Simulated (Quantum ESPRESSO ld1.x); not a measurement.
Results of a calculation; reference values are marked as such.
Task: The table gives one normalised radial function P(r) = r R(r) (large component) of Ag13+ in [Ar] 3d10 4s2 4p4 (r in bohr). Code: ld1.x of Quantum ESPRESSO 7.5. Model: Dirac Kohn-Sham, PW91, spin-unpolarised, spherical densities, point nucleus; open shells are shared between the two j in proportion to 2j + 1.

r,P
0.002903,0.2662
0.004227,0.3539
0.006108,0.4527
0.008896,0.5528
0.01296,0.6198
0.01887,0.5954
0.02748,0.4008
0.03971,-0.0111
0.05784,-0.5950
0.08423,-1.0287
0.1227,-0.7915
0.1787,0.3276
0.2602,1.5828
0.376,1.7998
0.5476,0.9874
0.7976,0.2457
1.162,0.0218
1.692,0.0005
2.445,0.0000

Which n and l does it have? It may be an empty orbital.

Result: n = 3, l = 0: the number of nodes gives n - l - 1 = 2, the rise at small r points to l (this Dirac orbital starts as r^gamma with gamma = sqrt((l + 1)^2 - (Z/c)^2) = 0.94; the j = 1/2 orbital of l + 1 starts with the same power, but with a smaller coefficient, and then steepens), and the extent must fit the shell. The curve is that of 3s1/2. 3s1/2: eigenvalue -972.37 eV, 2 radial nodes at r = 0.0394, 0.163 bohr, <r> = 0.366 bohr, 90 % of the charge inside 0.539 bohr.
